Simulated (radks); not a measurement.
Values are calculated unless marked as measured or tabulated.
Problem. These are the eigenvalues of the occupied orbitals of an atom or ion with whole-number occupations (eV). Code: a radial shooting solver on a logarithmic mesh with Libxc functionals. Model: non-relativistic Kohn-Sham, r2SCAN, spin-polarised, spherical densities, point nucleus; meta-GGA in the generalised Kohn-Sham scheme.

1s up: -13640.62
1s down: -13632.42
2s up: -2760.807
2s down: -2749.427
2p up: -2622.196
2p down: -2607.057

Which element is it, and in what charge state? The configuration may be excited. Open shells, if any, are filled with parallel spins first.

Solution. Z = 34, selenium, charge +25: Se25+ in [He] 2s2 2p5. The list shows which subshells hold electrons but not how many an open one holds; the 1s level, -501.28 hartree, gives Z - s = 31.7 by -(Z - s)^2/2, which with screening narrows Z to a few neighbours, and the depths of the outer levels then fix element, charge and occupations together.
